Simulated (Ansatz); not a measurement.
Pulling the pair apart

The pair of Cu⁺ (SMILES [Cu+], atom 1) and CH₄O (SMILES CO, atoms 2–7), both closed shells, in one local arrangement (a lower one may exist), relaxed at PBE0-D4/def2-TZVP:

Cu1  (0.808, -0.856, -2.099)
C2  (-0.468, 0.349, 0.379)
O3  (0.655, -0.318, -0.256)
H4  (-0.959, 0.947, -0.384)
H5  (-0.089, 1.002, 1.164)
H6  (-1.158, -0.391, 0.785)
H7  (1.211, -0.732, 0.411)
(Å)

CH₄O is shifted rigidly along the line between the mean atom positions of the two fragments (negative: closer). Counterpoise interaction energies in kJ/mol. Computed with Ansatz 0.2.0 (basis: def2-TZVPPD); correlated methods freeze the cores. The 3s and 3p shells of Cu and Zn are frozen; filled d shells are correlated.

```csv
shift (Å),HF,PBE0-D4,r2SCAN-D4
-0.19,-94.7,-171.1,-198.9
-0.10,-124.1,-188.0,-212.5
0.00,-138.3,-192.3,-213.8
0.10,-143.0,-188.9,-207.7
0.23,-140.2,-177.4,-192.8
0.48,-122.4,-148.1,-158.7
0.96,-84.9,-97.1,-102.7
1.93,-43.5,-44.9,-48.3
```

Question: What does CCSD(T) give at these shifts? (Judge from chemistry; the value comes from the calculation.)

Answer: By the calculation: -144.8, -164.4, -171.0, -169.5, -160.0, -133.9, -88.2, -42.3 kJ/mol. For zero shift, CCSD(T) at an estimated basis limit (MP2 extrapolated from triple and quadruple zeta, plus CCSD(T) − MP2 in triple zeta) gives -184.7 kJ/mol. These are counterpoise interaction energies, counted from the two frozen fragments.

T1 diagnostic: at most 0.022.

For scale, one of the runs: CCSD(T)/def2-TZVPPD, 212 basis functions, launched by `ansatz run in.yaml --threads 4 --pin off --events-out ev --progress --plain --max-ram 9574MiB`. Time: 81 s of wall clock on 4 CPU threads of an Arm Neoverse N1; the host was shared. Peak host memory: 2.9 GiB.
